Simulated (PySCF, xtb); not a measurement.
Sn(F)2(OH)(OEt) (C2H6F2O2Sn), SMILES CC[O][Sn]([OH])([F])[F]. Other conformers were not sampled.

Harmonic wavenumbers (cm⁻¹) from GFN2-xTB in xtb at its own minimum, in rising order: 32, 41, 64, 92, 111, 130, 137, 175, 204, 225, 243, 342, 430, 495, 550, 839, 861, 899, 1043, 1104, 1141, 1242, 1320, 1388, 1459, 1468, 1485, 2899, 2916, 3042, 3054, 3056, 3542.

Task: What does PBE0-D3(BJ)/def2-SVP (PySCF 2.14.0) give at its own minimum? (Estimate from the structure and the level; the computed values follow.)

Result: 25, 48, 74, 95, 143, 173, 184, 189, 232, 269, 323, 625, 658, 662, 676, 817, 889, 939, 1107, 1131, 1170, 1301, 1374, 1421, 1449, 1474, 1505, 3024, 3064, 3076, 3165, 3171, 3872. Paired by order, the mean absolute difference is 72 cm⁻¹ and the zero-point energies are 51.5 and 54.8 kcal/mol.
